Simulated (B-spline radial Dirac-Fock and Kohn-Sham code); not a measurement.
# L-shell conversion coefficients of La against transition energy

The computed values come from a B-spline atomic structure program: a Dirac-Hartree-Slater potential of the neutral atom with a Latter tail (no hole, which puts coefficients of high multipoles low close above an edge), finite nucleus with surface currents. Subshells within 1 keV of threshold and pair formation are left out.

| energy (keV) | E1 | E2 | E3 | M1 | M2 | M4 |
| --- | --- | --- | --- | --- | --- | --- |
| 16.7 | 4.47 | 3560 | 614000 | 24.7 | 4990 | 1.06e+08 |
| 20 | 2.70 | 1440 | 209000 | 14.4 | 2150 | 2.79e+07 |
| 29.2 | 0.930 | 218 | 21700 | 4.67 | 378 | 1.79e+06 |
| 31.5 | 0.751 | 150 | 13800 | 3.73 | 268 | 1.04e+06 |
| 35.6 | 0.531 | 81.9 | 6660 | 2.59 | 155 | 436000 |
| 38.2 | 0.435 | 57.9 | 4380 | 2.11 | 113 | 265000 |
| 39.2 | 0.404 | 51.0 | 3750 | 1.95 | 101 | 221000 |
| 40.2 | 0.376 | 45.1 | 3230 | 1.81 | 90.1 | 186000 |
| 44.1 | 0.289 | 28.7 | 1860 | 1.38 | 59.9 | 97400 |
| 50 | 0.202 | 15.7 | 885 | 0.952 | 34.6 | 41000 |
| 53 | 0.171 | 11.8 | 627 | 0.802 | 26.9 | 27500 |
| 66.5 | 0.0895 | 4.03 | 165 | 0.413 | 10.2 | 5980 |
| 69.1 | 0.0802 | 3.37 | 132 | 0.369 | 8.65 | 4640 |
| 76.8 | 0.0593 | 2.06 | 71.1 | 0.271 | 5.56 | 2310 |
| 100 | 0.0279 | 0.620 | 15.5 | 0.127 | 1.88 | 424 |
| 110 | 0.0213 | 0.406 | 9.01 | 0.0965 | 1.28 | 233 |
| 117 | 0.0179 | 0.310 | 6.35 | 0.0809 | 1.00 | 159 |
| 142 | 0.0103 | 0.135 | 2.16 | 0.0468 | 0.470 | 49.0 |
| 171 | 0.00613 | 0.0624 | 0.785 | 0.0278 | 0.232 | 16.4 |
| 193 | 0.00438 | 0.0383 | 0.413 | 0.0199 | 0.148 | 8.16 |
| 200 | 0.00397 | 0.0332 | 0.343 | 0.0181 | 0.130 | 6.67 |
| 236 | 0.00253 | 0.0175 | 0.147 | 0.0115 | 0.0711 | 2.66 |
| 417 | 0.000581 | 0.00236 | 0.0105 | 0.00256 | 0.0103 | 0.144 |
| 500 | 0.000377 | 0.00134 | 0.00504 | 0.00161 | 0.00579 | 0.0621 |
| 1000 | 8.63e-05 | 0.000219 | 0.000515 | 0.000297 | 0.000774 | 0.00368 |
| 1350 | 4.97e-05 | 0.000114 | 0.000237 | 0.000148 | 0.000352 | 0.00130 |
| 1660 | 3.49e-05 | 7.54e-05 | 0.000145 | 9.34e-05 | 0.000210 | 0.000676 |
| 1880 | 2.84e-05 | 5.92e-05 | 0.000110 | 7.10e-05 | 0.000155 | 0.000465 |
| 2000 | 2.57e-05 | 5.27e-05 | 9.63e-05 | 6.21e-05 | 0.000134 | 0.000388 |

Problem. How fast do they fall between 1660 and 2000 keV?

Solution. As powers of the energy: E1 E^-1.63, E2 E^-1.92, E3 E^-2.21, M1 E^-2.19, M2 E^-2.41, M4 E^-2.98. Within one type (E or M) the higher multipoles fall faster.
